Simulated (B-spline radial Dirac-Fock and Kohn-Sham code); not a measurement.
How the levels of indium move as electrons are removed

Calculated with a radial finite-basis atomic code, using relaxed Dirac-Fock hole states (ΔSCF) with Breit and QED corrections and a finite nucleus. Each ion is free and in its tabulated ground configuration. The model has no electron correlation.

Reference: In¹⁸⁺, [Ar] 3d10 4s2 4p1, with K (1s) 28456.5 eV, L3 (2p3/2) 4239.5 eV, M1 (3s) 1310.1 eV, M2 (3p1/2) 1186.5 eV, M3 (3p3/2) 1146.9 eV, Kα1 (K-L3) 24217.1 eV, Kβ1 (K-M3) 27309.6 eV. Shifts from it, in eV (a dash: the subshell is empty, belongs to an open shell averaged over j, or its hole state is left out as unreliable):

```csv
ion,configuration,K (1s),L3 (2p3/2),M1 (3s),M2 (3p1/2),M3 (3p3/2),Kα1,Kβ1
In¹⁹⁺,[Ar] 3d10 4s2,?,?,?,?,?,?,?
In²⁰⁺,[Ar] 3d10 4s1,+88.0,+83.7,–,+76.4,+76.1,+4.26,+11.92
In²¹⁺,[Ar] 3d10,+134.1,+127.1,+114.0,+115.9,+115.5,+7.06,+18.65
In²²⁺,[Ar] 3d9,+219.5,+211.5,+179.1,+181.1,+179.8,+8.02,+39.72
In²³⁺,[Ar] 3d8,+307.3,+298.1,+245.3,+247.5,+245.4,+9.20,+61.92
```

Problem. Give the missing shifts for In¹⁹⁺.

Solution. K (1s) +43.7, L3 (2p3/2) +41.2, M1 (3s) +37.5, M2 (3p1/2) +37.4, M3 (3p3/2) +37.3, Kα1 +2.56, Kβ1 +6.48 (eV).

Over this range K (1s) moves by +307.3 eV and Kα1 by +9.2 eV: a line is a difference of two levels that shift in the same direction.
